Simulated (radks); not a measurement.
Dy V, configuration [Xe] 4f8. Calculated with a radial shooting solver on a logarithmic mesh with Libxc functionals: Dirac Kohn-Sham, exchange-only B88, spin-unpolarised, spherical densities, point nucleus; open shells fill j = l - 1/2 first.

Unscreened Slater integrals over Kohn-Sham orbitals (hartree). Large and small components are both included. Empty in this configuration: 5d3/2.

| integral | value |
|---|---|
| F0(4f7/2,4f7/2) | 1.2036 |
| F2(4f7/2,4f7/2) | 0.57347 |
| F4(4f7/2,4f7/2) | 0.36002 |
| F6(4f7/2,4f7/2) | 0.25906 |
| F0(4f7/2,4f5/2) | 1.2106 |
| F2(4f7/2,4f5/2) | 0.57694 |
| F4(4f7/2,4f5/2) | 0.36223 |
| G2(4f7/2,4f5/2) | 0.57548 |
| G4(4f7/2,4f5/2) | 0.36136 |
| G6(4f7/2,4f5/2) | 0.26005 |
| F0(4f7/2,5p3/2) | 0.74533 |
| F2(4f7/2,5p3/2) | 0.25269 |
| G2(4f7/2,5p3/2) | 0.12306 |
| G4(4f7/2,5p3/2) | 0.097163 |
| F0(4f7/2,5p1/2) | 0.78149 |
| G4(4f7/2,5p1/2) | 0.11206 |
| F0(4f7/2,5d3/2) | 0.59415 |
| F2(4f7/2,5d3/2) | 0.15890 |
| G3(4f7/2,5d3/2) | 0.060558 |
| G5(4f7/2,5d3/2) | 0.046628 |
| F0(4f5/2,4f5/2) | 1.2177 |
| F2(4f5/2,4f5/2) | 0.58052 |
| F4(4f5/2,4f5/2) | 0.36453 |
| F0(4f5/2,5p3/2) | 0.74692 |
| F2(4f5/2,5p3/2) | 0.25082 |
| G2(4f5/2,5p3/2) | 0.12035 |
| G4(4f5/2,5p3/2) | 0.095343 |
| F0(4f5/2,5p1/2) | 0.78330 |
| G2(4f5/2,5p1/2) | 0.14118 |
| F0(4f5/2,5d3/2) | 0.59500 |
| F2(4f5/2,5d3/2) | 0.15725 |
| G1(4f5/2,5d3/2) | 0.070358 |
| G3(4f5/2,5d3/2) | 0.059198 |
| F0(5p3/2,5p3/2) | 0.61849 |
| F2(5p3/2,5p3/2) | 0.33524 |
| F0(5p3/2,5p1/2) | 0.63574 |
| G2(5p3/2,5p1/2) | 0.34055 |
| F0(5p3/2,5d3/2) | 0.52831 |
| F2(5p3/2,5d3/2) | 0.26761 |
| G1(5p3/2,5d3/2) | 0.32426 |
| G3(5p3/2,5d3/2) | 0.20168 |
| F0(5p1/2,5p1/2) | 0.65513 |
| F0(5p1/2,5d3/2) | 0.53780 |
| G1(5p1/2,5d3/2) | 0.30672 |
| F0(5d3/2,5d3/2) | 0.47184 |
| F2(5d3/2,5d3/2) | 0.25091 |
